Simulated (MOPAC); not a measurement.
MOPAC input (PM3):

```
PM3 PRECISE GNORM=0.05 LET XYZ CHARGE=-1 GEO-OK AUX(PRECISION=9) THREADS=1
BClFS

B     0.22645300 1    0.26515500 1    0.04119100 1
Cl   -1.55168800 1   -0.01159800 1   -0.48890100 1
F     0.46900800 1    1.60343900 1   -0.03537400 1
S     1.31408500 1   -0.97247200 1    0.52648300 1
```

Output:

```
 *******************************************************************************
 **                                                                           **
 **                              MOPAC v23.2.5                                **
 **                                                                           **
 *******************************************************************************
 ** MOPAC's Digital Object Identifier: https://doi.org/10.5281/zenodo.6511958 **
 **                                                                           **
 ** Please cite the open-source release paper for use of this MOPAC version:  **
 ** J. E. Moussa and J. J. P. Stewart (2026)                                  **
 ** MOPAC: An open-source semiempirical molecular orbital program             **
 ** J. Open Source Softw., 11(119), 8025, https://doi.org/10.21105/joss.08025 **
 *******************************************************************************

                              PM3 CALCULATION RESULTS

 *******************************************************************************
 *  PM3        - The PM3 Hamiltonian to be used
 *  GEO-OK     - OVERRIDE INTERATOMIC DISTANCE AND OTHER SAFETY CHECKS
 *
 *
 *
 *                 CHARGE ON SYSTEM = -1
 *
 *
 *
 *  LET        - OVERRIDE SOME SAFETY CHECKS
 *  PRECISE    - TIGHTER CRITERIA TO BE USED
 *  XYZ        - CARTESIAN COORDINATE SYSTEM TO BE USED
 *  GNORM      - EXIT WHEN GRADIENT NORM DROPS BELOW 0.050
 *  AUX        - OUTPUT AUXILIARY INFORMATION
 *******************************************************************************
PM3 PRECISE GNORM=0.05 LET XYZ CHARGE=-1 GEO-OK AUX(PRECISION=9) THREADS=1
 BClFS

   ATOM   CHEMICAL          X               Y               Z
  NUMBER   SYMBOL      (ANGSTROMS)     (ANGSTROMS)     (ANGSTROMS)

     1       B          0.22645300  *   0.26515500  *   0.04119100  *
     2      Cl         -1.55168800  *  -0.01159800  *  -0.48890100  *
     3       F          0.46900800  *   1.60343900  *  -0.03537400  *
     4       S          1.31408500  *  -0.97247200  *   0.52648300  *

          CARTESIAN COORDINATES

    NO.       ATOM           X           Y           Z

     1         B          0.2265      0.2652      0.0412
     2        Cl         -1.5517     -0.0116     -0.4889
     3         F          0.4690      1.6034     -0.0354
     4         S          1.3141     -0.9725      0.5265

  B: (PM3): J. J. P. STEWART, J. MOL. MOD., 10, 155-164 (2004)
  F: (PM3): J. J. P. STEWART, J. COMP. CHEM. 10, 209 (1989).
  S: (PM3): J. J. P. STEWART, J. COMP. CHEM. 10, 209 (1989).
 Cl: (PM3): J. J. P. STEWART, J. COMP. CHEM. 10, 209 (1989).

           Empirical Formula: B Cl F S  =     4 atoms

      MOLECULAR POINT GROUP   :   Cs

      RHF CALCULATION, NO. OF DOUBLY OCCUPIED LEVELS = 12

          Geometry optimization using EF

          DIAGONAL MATRIX USED AS START HESSIAN

 CYCLE:     1  GRAD.:    54.498 HEAT: -176.4843
 CYCLE:     2  GRAD.:   167.812 HEAT: -168.6121
 CYCLE:     3  GRAD.:   159.055 HEAT: -173.9626
 CYCLE:     4  GRAD.:   138.341 HEAT: -167.8373
 CYCLE:     5  GRAD.:    50.248 HEAT: -177.8600
 CYCLE:     6  GRAD.:    30.168 HEAT: -178.1227
 CYCLE:     7  GRAD.:    11.391 HEAT: -178.6079
 CYCLE:     8  GRAD.:     7.846 HEAT: -178.6478
 CYCLE:     9  GRAD.:     0.296 HEAT: -178.6634
 CYCLE:    10  GRAD.:     0.088 HEAT: -178.6635
 CYCLE:    11  GRAD.:     0.009 HEAT: -178.6635

     GRADIENT =  0.00860 IS LESS THAN CUTOFF =  0.05000

 -------------------------------------------------------------------------------
 PM3 PRECISE GNORM=0.05 LET XYZ CHARGE=-1 GEO-OK AUX(PRECISION=9) THREADS=1
 BClFS

     GEOMETRY OPTIMISED USING EIGENVECTOR FOLLOWING (EF).
     SCF FIELD WAS ACHIEVED

                              PM3 CALCULATION
                                                       MOPAC v23.2.5 Linux

          FINAL HEAT OF FORMATION =       -178.66346 KCAL/MOL =    -747.52792 KJ/MOL

          COSMO AREA              =        107.95 SQUARE ANGSTROMS
          COSMO VOLUME            =         93.67 CUBIC ANGSTROMS

          GRADIENT NORM           =          0.00860          =       0.00430 PER ATOM
          IONIZATION POTENTIAL    =          4.178130 EV
          HOMO LUMO ENERGIES (EV) =         -4.178  5.406
          NO. OF FILLED LEVELS    =         12
          MOLECULAR WEIGHT        =         97.3214         POINT GROUP:  Cs

          MOLECULAR DIMENSIONS (Angstroms)

            Atom       Atom       Distance
            S     4   Cl     2     3.06447
           Cl     2    F     3     2.18011
           Cl     2    B     1     0.00000

          SCF CALCULATIONS        =         12

   ATOM   CHEMICAL          X               Y               Z
  NUMBER   SYMBOL      (ANGSTROMS)     (ANGSTROMS)     (ANGSTROMS)

     1       B          0.26288245  *   0.26498022  *   0.05272030  *
     2      Cl         -1.49656819  *  -0.02535322  *  -0.46991228  *
     3       F          0.44704931  *   1.61374024  *  -0.04349068  *
     4       S          1.25187197  *  -0.96583559  *   0.50606819  *

                             CARTESIAN COORDINATES

   1    B        0.262882446     0.264980217     0.052720297
   2   Cl       -1.496568186    -0.025353221    -0.469912277
   3    F        0.447049309     1.613740242    -0.043490679
   4    S        1.251871969    -0.965835587     0.506068187

           Empirical Formula: B Cl F S  =     4 atoms

      MOLECULAR POINT GROUP   :   Cs

                  EIGENVALUES
 -50.54189 -23.31167 -19.81817 -13.67880 -13.00844 -12.91940  -9.86114  -7.09061
  -6.79608  -5.87647  -5.02086  -4.17813   5.40649   6.15572   6.99769   8.84208

              NET ATOMIC CHARGES AND DIPOLE CONTRIBUTIONS

  ATOM NO.   TYPE          CHARGE      No. of ELECS.   s-Pop       p-Pop
    1          B          -0.180869        3.1809     1.03541     2.14546
    2         Cl          -0.294727        7.2947     1.96520     5.32953
    3          F          -0.140305        7.1403     1.60611     5.53420
    4          S          -0.384098        6.3841     1.92223     4.46187
 DIPOLE           X         Y         Z       TOTAL
 POINT-CHG.    -0.799     0.582    -0.319     1.039
 HYBRID        -0.738     1.257    -0.377     1.506
 SUM           -1.537     1.839    -0.696     2.496

          ATOMIC ORBITAL ELECTRON POPULATIONS

     Atom    s        px        py        pz
    1  B   1.03541   0.71532   0.79248   0.63767
    2 Cl   1.96520   1.48458   1.96204   1.88291
    3  F   1.60611   1.93637   1.69387   1.90396
    4  S   1.92223   1.54419   1.39090   1.52677

 **********************
 *                    *
 * JOB ENDED NORMALLY *
 *                    *
 **********************

 == MOPAC DONE ==
```

The dipole moment of an ion depends on the origin.

The geometry given is a B3LYP-D3(BJ)/def2-TZVP minimum.
